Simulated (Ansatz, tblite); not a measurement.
Cost and result up the ladder for `FC(F)(F)c1ccc(-c2ccc(-c3ccc(-c4ccc(C(F)(F)F)o4)o3)o2)o1` (36 atoms). Total charge 0; singlet. Geometry: r2SCAN-D4/def2-SVP.

Cartesian coordinates in Å:
```
F 3.7180 -5.4307 -0.9125
C 4.3639 -4.7109 -1.8459
F 5.2317 -3.9196 -1.1924
F 5.0672 -5.5574 -2.6124
C 3.4282 -3.9311 -2.6967
C 3.1821 -3.9333 -4.0447
C 2.1680 -2.9586 -4.2562
C 1.8726 -2.4311 -3.0118
C 0.9489 -1.4255 -2.5787
C 0.0366 -0.6367 -3.2564
C -0.5940 0.1759 -2.2815
C -0.0274 -0.1686 -1.0671
C -0.2346 0.2850 0.2698
C 0.3347 -0.0632 1.4811
C -0.2921 0.7466 2.4621
C -1.2044 1.5363 1.7889
C -2.1285 2.5404 2.2140
C -3.0398 3.3294 1.5381
C -3.6684 4.1404 2.5251
C -3.0981 3.7889 3.7200
C -3.3134 4.2607 5.1123
F -2.1951 4.7787 5.6494
F -3.7088 3.2672 5.9273
F -4.2600 5.2106 5.1228
O -2.1636 2.8203 3.5451
O -1.1710 1.2576 0.4550
O 0.9082 -1.1393 -1.2478
O 2.6428 -3.0267 -2.0621
H 3.6714 -4.5605 -4.7869
H 1.7103 -2.6761 -5.2021
H -0.1503 -0.6473 -4.3286
H -1.3686 0.9243 -2.4344
H 1.1094 -0.8133 1.6259
H -0.1091 0.7609 3.5346
H -3.2233 3.3164 0.4661
H -4.4435 4.8904 2.3806
```

Ansatz on 2 threads of AMD EPYC 7R13 on a shared host and a share (18 GiB) of an NVIDIA H100 80GB HBM3; xTB runs through tblite on one thread. Times are rough, summed over both states, and most runs start from the orbitals of an earlier one. PBE0-D4/def2-TZVP serves as the yardstick here, not as an exact answer. The other state is a triplet.

The xTB rows come from tblite. Single mean-field runs in def2-TZVP are fitted with def2-universal-jkfit.

xTB has no spin-polarisation term.

| level | functions | wall time | vertical triplet (eV) | difference from PBE0-D4/def2-TZVP (eV) |
| --- | --- | --- | --- | --- |
| GFN2-xTB | 120 | 0.15 s | 2.29 | 0.21 |
| GFN1-xTB | 128 | 0.16 s | 2.23 | 0.14 |
| PBE-D4/def2-TZVP | 916 | 23 s | 1.93 | -0.16 |
| PBE0-D4/def2-TZVP | 916 | 29 s | 2.09 | 0.00 |
